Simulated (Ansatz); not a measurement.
Mulliken charges of B2ClH3Se, SMILES `ClBB[SeH]` from PBE/def2-TZVPP in Ansatz (PBE0-D4/def2-TZVP geometry).

| atom | x (Å) | y (Å) | z (Å) | charge (e) |
| --- | --- | --- | --- | --- |
| Cl1 | -1.089 | -1.806 | 1.524 | -0.104 |
| B2 | -0.041 | -0.436 | 1.237 | 0.044 |
| B3 | -0.115 | 0.366 | -0.220 | -0.099 |
| Se4 | 0.950 | -0.198 | -1.696 | 0.034 |
| H5 | 0.671 | -0.130 | 2.147 | 0.024 |
| H6 | -0.824 | 1.315 | -0.379 | 0.047 |
| H7 | 0.510 | 0.822 | -2.659 | 0.053 |

Question: By hand: the dipole of these point charges (1 e Å = 4.8032 D).

Answer: Σ q r = (0.160, 0.228, -0.247) e Å, of length 0.372 e Å = 1.79 D.

Question: How does the dipole of the full density compare? (Best estimate.)

Answer: Ansatz gave: (0.059, 0.171, -0.197) e Å, 1.28 D; the point charges give 1.40 times that, at 13° from its direction.

Point charges leave out the atoms' own dipoles, such as those of lone pairs, and Mulliken's split depends on the basis, so the two needn't agree.
